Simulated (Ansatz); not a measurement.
Basis sets compared for terrylene, `c1cc2cccc3c4ccc5c6cccc7cccc(c8ccc(c(c1)c23)c4c85)c76`. Total charge 0; singlet. Geometry r2SCAN-D4/def2-SVP. Ansatz on 2 threads of AMD EPYC 7R13 on a shared host and a share (18 GiB) of an NVIDIA H100 80GB HBM3; times are rough, and most runs start from earlier orbitals.

Cartesian coordinates in Å:
```
C -0.854 5.464 -0.891
C -1.935 5.547 -0.035
C -2.383 4.397 0.664
C -3.491 4.465 1.547
C -3.915 3.335 2.220
C -3.254 2.109 2.038
C -2.155 1.984 1.180
C -1.460 0.708 0.985
C -1.857 -0.457 1.648
C -1.200 -1.670 1.464
C -0.104 -1.795 0.606
C 0.585 -3.076 0.415
C 0.186 -4.242 1.077
C 0.853 -5.465 0.890
C 1.934 -5.547 0.034
C 2.383 -4.397 -0.664
C 3.491 -4.465 -1.546
C 3.915 -3.335 -2.219
C 3.255 -2.109 -2.038
C 2.156 -1.983 -1.180
C 1.460 -0.708 -0.984
C 1.858 0.457 -1.646
C 1.201 1.670 -1.463
C 0.104 1.796 -0.606
C -0.586 3.075 -0.416
C -0.188 4.242 -1.079
C -1.704 3.144 0.475
C -0.340 0.629 0.095
C 0.341 -0.629 -0.095
C 1.704 -3.144 -0.475
H -0.509 6.351 -1.430
H -2.460 6.495 0.117
H -4.000 5.424 1.682
H -4.769 3.388 2.901
H -3.620 1.242 2.589
H -2.705 -0.435 2.334
H -1.567 -2.536 2.016
H -0.664 -4.220 1.761
H 0.506 -6.352 1.428
H 2.460 -6.495 -0.118
H 4.000 -5.424 -1.681
H 4.770 -3.388 -2.900
H 3.621 -1.242 -2.588
H 2.706 0.436 -2.332
H 1.568 2.537 -2.014
H 0.661 4.220 -1.764
```

B3LYP takes the VWN-RPA correlation. Single mean-field runs in def2-SVP, def2-TZVP are fitted with def2-universal-jkfit.

Binding counts from free atoms (C triplet, H doublet) in the same basis, without a counterpoise term.

```
           level  functions  energy (Eh)  HOMO (eV)  LUMO (eV)  binding per atom (eV)  wall time
 PBE-D4/def2-SVP        500   -1150.7538      -4.40      -3.11                   6.06      4.7 s
  B3LYP-D4/6-31G        302   -1152.7926      -4.59      -2.35                   5.61        7 s
PBE0-D4/def2-SVP        500   -1150.8449      -5.03      -2.60                   5.93      6.5 s
```

Q: Estimate the rows for PBE-D4/def2-TZVP, B3LYP-D4/def2-TZVP, PBE0-D4/def2-TZVP (with forces).

A: 
```
                          level  functions  energy (Eh)  HOMO (eV)  LUMO (eV)  binding per atom (eV)  wall time
               PBE-D4/def2-TZVP       1026   -1151.9371      -4.43      -3.17                   5.95      7.5 s
             B3LYP-D4/def2-TZVP       1026   -1153.4430      -4.85      -2.71                   5.69      8.6 s
PBE0-D4/def2-TZVP (with forces)       1026   -1152.0200      -5.01      -2.63                   5.82       14 s
```
